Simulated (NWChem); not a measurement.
System meant: TaOF3 cation, doublet; SMILES of the neutral closed-shell parent [O]=[Ta]([F])([F])[F]

Input file for NWChem:

```
start job
memory heap 200 mb stack 900 mb global 1100 mb
charge 1
geometry units angstroms noautoz
  Ta    -0.002197     0.021291    -0.036639
  O     -0.000721     0.004740     1.852003
  F      1.595860    -0.636053    -0.591088
  F     -0.298834     1.733824    -0.555281
  F     -1.294035    -1.124946    -0.594284
end
basis spherical
  * library def2-svp
end
dft
  odft
  mult 2
  xc pbe0
  iterations 150
  mulliken
end
task dft energy
```

End of the output:

```
          Convergence Information
          -----------------------
          Convergence aids based upon iterative change in
          total energy or number of iterations.
          Levelshifting, if invoked, occurs when the
          HOMO/LUMO gap drops below (HL_TOL):  1.00D-02
          DIIS, if invoked, will attempt to extrapolate
          using up to (NFOCK): 10 stored Fock matrices.

                    Damping( 0%)  Levelshifting(0.5)       DIIS
                  --------------- ------------------- ---------------
          dE  on:    start            ASAP                start
          dE off:    2 iters        150 iters           150 iters

      Screening Tolerance Information
      -------------------------------
          Density screening/tol_rho:  1.00D-10
          AO Gaussian exp screening on grid/accAOfunc:  14
          CD Gaussian exp screening on grid/accCDfunc:  20
          XC Gaussian exp screening on grid/accXCfunc:  20
          Schwarz screening/accCoul:  1.00D-08

      Superposition of Atomic Density Guess
      -------------------------------------

      charge =      73.0 Ta (Tantalum)

      symmetry species            s     p     d     f
      number of basis functions = 7     6     5     1
      number of cont. functions = 6     3     2     1
      number of closed shells   = 6     4     2     1
      number of open shells     = 0     0     1     0
      open shell occupation     = 0     0     3     0
 ------------------------------------------------------------------------
 atomscf:atomd: error in atom scf                   0
 ------------------------------------------------------------------------
 ------------------------------------------------------------------------
  current input line :
    21: task dft energy
 ------------------------------------------------------------------------
 ------------------------------------------------------------------------
 This error has not yet been assigned to a category
 ------------------------------------------------------------------------
 For more information see the NWChem manual at https://nwchemgit.github.io

0:atomscf:atomd: error in atom scf:Received an Error in Communication
```

### Question
Find the fault in this run and fix the input.

### Answer
The run crashed. Cause: the def2 basis of a heavy element holds valence functions alone and wants its effective core potential (without it all electrons must fit into that basis). This input runs:
```
start job
memory heap 200 mb stack 900 mb global 1100 mb
charge 1
geometry units angstroms noautoz
  Ta    -0.002197     0.021291    -0.036639
  O     -0.000721     0.004740     1.852003
  F      1.595860    -0.636053    -0.591088
  F     -0.298834     1.733824    -0.555281
  F     -1.294035    -1.124946    -0.594284
end
basis spherical
  * library def2-svp
end
ecp
  Ta library def2-ecp
end
dft
  odft
  mult 2
  xc pbe0
  iterations 150
  mulliken
end
task dft energy
```
It converges to -430.94229 Ha (PBE0/def2-SVP with def2 effective core potentials on Ta, spin-unrestricted).
